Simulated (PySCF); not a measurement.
A run for PySCF: R-HF/3-21G on BH3 (SMILES B).

```python
from pyscf import gto, scf, dft, mp
from pyscf.data.elements import chemcore

mol = gto.M(
    atom='''
    B    -0.32926278    0.60267203    0.75954861
    H     0.00165623   -0.22085688   -0.05593228
    H    -1.49506387    0.90385229    0.70558004
    H     0.43342644    1.52902770    0.89040317
    ''',
    basis='3-21g',
    charge=0, spin=0, verbose=3, max_memory=1800)
mf = scf.RHF(mol)
mf.conv_tol = 1e-8
mf.max_cycle = 100
mf.kernel()
if not mf.converged:
    mf = mf.newton().run(mf.mo_coeff, mf.mo_occ)
```

Program output:

```
converged SCF energy = -26.2185327400642
```

Self-consistency was reached.

Cost: very roughly 0.03 core-seconds.
